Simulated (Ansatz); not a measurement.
The cluster Si3W3⁻, relaxed as a doublet with UKS PBE-D4/def2-SVPD in Ansatz, starting from the GFN2-xTB geometry. Force threshold 0.02 eV/Å.

In the def2 sets W takes a core potential; there is no spin–orbit coupling. The highest occupied level of the charge -1 doublet lies above zero (up to 0.09 eV). The electron is either unbound and held by the finite basis, or the level is raised by self-interaction error. The structure comes from a short search, and lower isomers may exist.

Start:

```xyz
6

W     1.010    0.935    1.815
W     0.268    0.427   -0.585
W    -1.363   -1.496   -1.044
Si   -0.640   -1.013    1.396
Si    2.611    0.277    0.026
Si   -1.887    0.870   -1.608
```

**Question.** Estimate the energy that the relaxation releases and the steps that it takes.

**Answer.** 227.6 kJ/mol, in 20 steps; 2.4 min on 4 threads of Arm Neoverse V2 on a shared host. No frequencies were taken in this run, so the end may be a saddle point.

**Question.** Does the start keep its bonding?

**Answer.** Bonds formed: W1–W3, W3–Si5, Si4–Si6 (atoms count from 1). The end is the same structure that another start reached, the lowest one found.

**Question.** Predict the relaxed structure.

**Answer.** 
```xyz
6

W     1.0605    0.7588    1.4871
W     0.1922    1.1755   -0.6384
W    -0.1252   -1.1528   -0.9017
Si   -1.1622   -0.2508    1.1976
Si    2.2080   -0.6716   -0.0481
Si   -2.1733    0.1410   -1.0964
```
Bond lengths (bridged metal pairs left out): 8 × Si–W 2.39 to 2.80 Å; 3 × W–W 2.33 to 3.28 Å; 1 × Si–Si 2.54 Å.
